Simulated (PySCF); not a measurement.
B(CCH)3 (C₆H₃B), SMILES C#CB(C#C)C#C.

Coordinates come from a PBE0-D3(BJ)/def2-SVP optimisation.

Two levels are set side by side: TDDFT-PBE/def2-SVPD (PySCF) and TDDFT-CAM-B3LYP/def2-SVPD (PySCF). Vertical, same geometry. The lowest singlet is HOMO→LUMO 100 % with PBE and HOMO→LUMO 95 % with the other functional; states are paired by order. Differences are taken from unrounded values.

```tsv
quantity	TDDFT-CAM-B3LYP	TDDFT-PBE	TDDFT-PBE minus TDDFT-CAM-B3LYP
lowest singlet excitation (eV)	3.89	3.20	-0.68
lowest triplet excitation (TDA) (eV)	3.64	3.01	-0.64
first bright state (f over 0.05) (eV)	4.90	4.29	-0.61
its oscillator strength	0.18	0.18	0.00
```

A lower first singlet is the usual sign of a functional without exact exchange. Differences between two approximate levels are no errors against the true value.

Rough cost on one machine, each run with all the roots and properties that it gave: TDDFT-CAM-B3LYP against TDDFT-PBE about 6 times.
